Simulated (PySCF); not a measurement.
NMR data simulated for an unnamed compound:

1H NMR (400 MHz, computed): δ 5.64 (m, 1H), 5.10 (m, 2H), 3.14 (m, 2H).

13C{1H} NMR (computed): δ 224.6 (C), 124.7 (C), 90.8 (CH), 79.5 (CH2), 59.1 (CH2).

Method: shieldings: GIAO PBE0/pcSseg-1, geometry from GFN2-xTB, in PySCF 2.14 (one conformer, in vacuum, rapidly exchanging positions averaged, non-relativistic).

Chemical shifts δ = σref − σ; 1H (σref 31.72), 13C (σref 186.93) vs TMS, all at this level.

Which of these does the molecule contain: a tert-butyl group, a non-aromatic C=C double bond, a nitrile, a Si–H bond?

## Answers


- A tert-butyl group: no.
- A non-aromatic C=C double bond: yes.
- A nitrile: no.
- A Si–H bond: no.

The data belong to SMILES C=C=CCC(Cl)(Cl)Cl, C₅H₅Cl₃; they needn't prove each group on their own.

Carbon signals by region: 1 in the far downfield region (above 160 ppm), 1 in the sp2 and nitrile region (100–160 ppm), 3 at 50–100 ppm. Above 160 ppm: 224.6, central carbon of an allene.

Carbons that carry Cl, above all several Cl atoms, come out too deshielded, partly because spin–orbit coupling is missing. Shifts are as computed. Against solution values, carbons near 30 ppm lie about +3 ppm off and those near 130 ppm about +5 ppm; carbons on Cl a further +6 ppm (rms about the fit 2.1 ppm; single classes can miss by 10 ppm). Of 1328 compounds with measured shifts, 309 miss one by over three times the rms of a fit or turn the order of signals round; such compounds aren't used in these exercises. Signals without a measured value on file couldn't be tested in this way; 1H shifts scatter by 0.2 ppm about their fit, and single ones miss by 0.5 ppm. Multiplicities follow the n + 1 count of equivalent neighbours, as no J values were calculated; m marks all less simple cases, F and P coupling included.
